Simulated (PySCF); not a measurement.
**Mayer bond orders and bond lengths**

Species: C₈H₁₂N₃ (charge +1).
Numbering: `[cH:1]1[cH:2][n+:3]([CH:4]2[CH2:5][CH2:6]2)[n:7][n:8]1[CH:9]1[CH2:10][CH2:11]1` (hydrogens: H12 on C1; H13 on C2; H14 on C4; H15, H16 on C5; H17, H18 on C6; H19 on C9; H20, H21 on C10; H22, H23 on C11)

Structure used (GFN2-xTB), in Å, numbered top down from 1:
```xyz
23
C8H12N3 angstrom
C      0.801    1.359   -1.477
C     -0.571    1.406   -1.535
N     -1.002    0.563   -0.574
C     -2.345    0.265   -0.237
C     -2.672   -1.130    0.233
C     -2.677   -0.005    1.208
N      0.002    0.018    0.052
N      1.090    0.491   -0.486
C      2.375    0.100   -0.037
C      2.558   -0.210    1.427
C      2.567   -1.319    0.433
H      1.542    1.868   -2.056
H     -1.226    1.963   -2.173
H     -3.046    0.802   -0.861
H     -1.857   -1.835    0.276
H     -3.610   -1.553   -0.089
H     -3.619    0.369    1.578
H     -1.865    0.055    1.916
H      3.163    0.597   -0.586
H      3.485    0.095    1.885
H      1.692   -0.105    2.061
H      3.502   -1.799    0.188
H      1.708   -1.970    0.389
```

Bond orders from the PBE0/pcSseg-1 density (PySCF). The structure is a single GFN2-xTB conformer in the gas phase; no vibrational or solvent corrections.

Problem. How far do the computed orders between heavy atoms stray from the drawn ones?

Solution. The largest departure is 0.319, at N8–C1 (drawn aromatic, 1.181) and C2–N3 (drawn aromatic, 1.182), counting aromatic bonds as 1.5. Drawn single, order below 0.88: N3–C4 (0.833) and N8–C9 (0.833). The bonds drawn aromatic range from 1.18 to 1.45. The SMILES, with its formal charges, is one Lewis structure only.

Problem. Give the Mayer order of every bond between heavy atoms, beside its length.

Solution. 
```csv
bond,drawn as,length (Å),Mayer order
C1–C2,aromatic,1.374,1.454
C2–N3,aromatic,1.349,1.182
N3–C4,single,1.417,0.833
C4–C5,single,1.507,0.935
C5–C6,single,1.489,0.958
N3–N7,aromatic,1.303,1.261
N7–N8,aromatic,1.303,1.261
N8–C9,single,1.417,0.833
C9–C10,single,1.507,0.935
C10–C11,single,1.489,0.958
N8–C1,aromatic,1.349,1.181
C11–C9,single,1.507,0.934
C6–C4,single,1.507,0.935
```

By pair of heavy elements: C–C: lowest C11–C9, C4–C5, C9–C10 and 1 more (0.934, 1.507 Å), highest C1–C2 (1.454, 1.374 Å). C–N: lowest N3–C4 and N8–C9 (0.833, 1.417 Å), highest C2–N3 and N8–C1 (1.182, 1.349 Å). N–N: all 2 within 0.02 of one another (1.261 to 1.261). Bonds named together lie within 0.004.

Problem. And the bonds to hydrogen?

Solution. C–H: 0.94 to 0.96 (12 bonds).

Problem. Sum the orders of all bonds at each heavy atom with more than one neighbour and set the sums beside the valence in the SMILES.

Solution. C1 3.598 (drawn 4), C2 3.599 (drawn 4), N3 3.276 (drawn 4), C4 3.649 (drawn 4), C5 3.777 (drawn 4), C6 3.777 (drawn 4), N7 2.522 (drawn 3), N8 3.275 (drawn 3), C9 3.648 (drawn 4), C10 3.776 (drawn 4), C11 3.776 (drawn 4). Orders between atoms that aren't bonded are not in these sums.

For a closed shell the Mayer order of atoms A and B is Σ (PS)μν (PS)νμ over the basis functions μ on A and ν on B, with P the density and S the overlap matrix.

These values come from a run that also computed NMR shieldings. Rough CPU time on one thread of a shared machine: about 2.8 min.
